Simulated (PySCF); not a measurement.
C2H3F2, charge +1, multiplicity 1.

```xyz
7

C     -1.3606    -0.0553     0.2883
C      0.0494     0.0007    -0.0250
F      0.7906    -1.0222    -0.0371
F      0.6534     1.0801    -0.2811
H     -1.4355     0.0524     1.4053
H     -1.7881    -1.0467     0.0351
H     -1.9055     0.8018    -0.1556
```
Charge +1, spin multiplicity 1.

Geometry optimised at PBE-D3(BJ)/def2-SVP. The multiplicity is an assumed one; other spin states were not compared. The isomer is the one that the SMILES or the coordinates give; other isomers of the formula were not compared.

These are PySCF with PBE/pcSseg-2 values and carry that method's errors. Non-relativistic, no solvent.

Computed absolute GIAO shielding of each atom: isotropic value and principal components (ppm):
| atom | σ(iso) | σ11 | σ22 | σ33 | span |
|---|---|---|---|---|---|
| C1 | 151.8 | 124.6 | 152.0 | 178.8 | 54.2 |
| C2 | -41.4 | -152.0 | -3.9 | 31.8 | 183.8 |
| F3 | 11.2 | -271.3 | 44.3 | 260.6 | 531.8 |
| F4 | 10.7 | -272.0 | 44.1 | 260.1 | 532.1 |
| H5 | 26.7 | 23.8 | 23.9 | 32.4 | 8.6 |
| H6 | 26.9 | 23.3 | 25.3 | 32.1 | 8.8 |
| H7 | 26.9 | 23.3 | 25.3 | 32.1 | 8.9 |
